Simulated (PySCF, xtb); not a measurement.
CH7F2NSi2, SMILES F[Si]([SiH2]N)(C)F.

xtb with GFN2-xTB at its own geometry gives an orbital gap of 4.47 eV and a dipole moment of 3.14 D.

Geometry: ωB97X-D3(BJ)/def2-SVP. This is a generated structure with no PubChem entry under its InChIKey; it may be hypothetical. The values are those of a single conformer.

Task: What does PBE/def2-TZVP (PySCF) give? (The exact figures need the calculation; the answer reports its results.)

Result: gap 4.88 eV (levels -6.14 and -1.26 eV), dipole 2.44 D.
